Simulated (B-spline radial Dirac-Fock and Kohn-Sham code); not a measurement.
Atomic SCF run for Cl⁶⁺

ΔSCF core binding energies without Breit or QED terms, calculated with a radial atomic solver. Keys: rel is the Hamiltonian (dirac, or spin-free x2c and nr, where L3 and M5 stand for the whole 2p and 3d shells), method is hf or an exchange,correlation pair (spin-unpolarised, also for the hole states), nuc the nuclear model, radius_factor scales its radius, rmax is the box in bohr, h the logarithmic mesh step, order the B-spline order, points the quadrature points per cell, c_factor scales the speed of light, and damp, ndamp, maxit and tol steer the iteration. The run stops when the commutator error falls below 10·tol·max(1, Z/10), or the numerical noise floor, and the energy has settled to about 1e-8 Ha; the virial ratio is −V/T.

Input (task.json):

```json
{"items": [{"Z": 17, "q": 6, "cfg": [[1, 0, 2], [2, 0, 2], [2, 1, 6], [3, 0, 1]], "A": 35, "rrms": 3.3654, "do": "settings", "holes": ["K", "L3", "M5"],
  "settings": [{"rel": "dirac", "method": "hf", "nuc": "fermi", "radius_factor": 1.0, "rmax": 45.0, "h": 0.3, "order": 8, "points": 10, "c_factor": 1.0, "maxit": 60, "damp": 0.5, "ndamp": 3, "tol": 1e-08, "cfg": "1s2 2s2 2p6 3s3"}]}]}
```

Command: `python xray2_run.py task.json out`

The program stops without a result: overfilled shell.

Question: One setting is unsound. Which, and why?

Answer: cfg puts more electrons in a shell than it can hold. With the default settings (Dirac Hartree-Fock): The ground state converged in 8 iterations, with total energy -450.37636 Ha, virial ratio 1.99357 and highest orbital energy -113.75 eV. ΔSCF binding energies: L3 (2p3/2) 322.0 eV. Holes are computed only in closed shells, and unreliable hole states are left out.
